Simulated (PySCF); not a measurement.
C7H9FO.
Numbering: `[CH2:1]=[C:2]1[C:3](=[CH2:4])[C@H:5]([F:6])[C@@H:7]1[O:8][CH3:9]` (hydrogens: H10, H11 on C1; H12, H13 on C4; H14 on C5; H15 on C7; H16, H17, H18 on C9)

Method used: PySCF, PBE0-D3(BJ)/def2-SVP geometry optimisation, gas phase.

Question: List the bond lengths, angles and torsions at this level.

Answer: 
| bond | length (bohr) | order |
| --- | --- | --- |
| C1=C2 | 2.522 | double |
| C2–C3 | 2.785 | single |
| C3=C4 | 2.523 | double |
| C3–C5 | 2.865 | single |
| C5–F6 | 2.581 | single |
| C5–C7 | 2.966 | single |
| C7–O8 | 2.616 | single |
| O8–C9 | 2.646 | single |
| C2–C7 | 2.872 | single |
| C1–H10 | 2.066 | single |
| C1–H11 | 2.065 | single |
| C4–H12 | 2.066 | single |
| C4–H13 | 2.065 | single |
| C5–H14 | 2.086 | single |
| C7–H15 | 2.098 | single |
| C9–H16, C9–H17 | 2.080 | single |
| C9–H18 | 2.094 | single |

Bonds in one row agree within 0.02 bohr and their mean is given. Orders are formal, as drawn. A selection of angles:
| angle | degrees |
| --- | --- |
| C2–C1–H10 | 121.4 |
| C2–C1–H11 | 120.9 |
| H10–C1–H11 | 117.7 |
| C1–C2–C3 | 135.7 |
| C1–C2–C7 | 132.3 |
| C3–C2–C7 | 92.0 |
| C2–C3–C4 | 135.8 |
| C2–C3–C5 | 91.6 |
| C4–C3–C5 | 132.6 |
| C3–C4–H12 | 121.4 |
| C3–C4–H13 | 121.0 |
| H12–C4–H13 | 117.6 |
| C3–C5–F6 | 115.5 |
| C3–C5–C7 | 88.5 |
| C3–C5–H14 | 114.6 |
| F6–C5–C7 | 114.7 |
| F6–C5–H14 | 108.3 |
| C7–C5–H14 | 114.4 |
| C5–C7–O8 | 116.0 |
| C5–C7–H15 | 112.7 |
| O8–C7–H15 | 111.2 |
| C2–C7–C5 | 87.8 |
| C2–C7–O8 | 112.9 |
| C2–C7–H15 | 114.4 |
| C7–O8–C9 | 113.8 |
| O8–C9–H16 | 112.1 |
| O8–C9–H17 | 107.4 |
| H16–C9–H17 | 108.7 |

Dihedral angles: C1–C2–C3–C4 -4° (synperiplanar); C2–C3–C5–F6 119° (anticlinal); C3–C5–C7–O8 112° (anticlinal); C5–C7–O8–C9 79° (synclinal); C1–C2–C7–C5 -179° (antiperiplanar).

O8 (ether oxygen) is bent (angle 113.8°). Of the pairs four or more bonds apart, F6···H16 is among the closest relative to their van der Waals radii: 2.48 Å, 93 % of the sum of Bondi's values. The 4-membered ring C2–C3–C5–C7 has internal angles of 87.8° to 92.0° (sum 360°, against 360° for a flat polygon); it is almost planar, 0.02 Å rms from its mean plane, widest ring torsion 3°. The C–C distances run from 1.334 Å (C1=C2, drawn double) to 1.570 Å (C5–C7, drawn single), a spread of 0.236 Å.

Point group: C1 (no symmetry element, even within 0.4 Å). Whether it is a minimum is left open (no frequencies). One conformer, not necessarily the lowest.
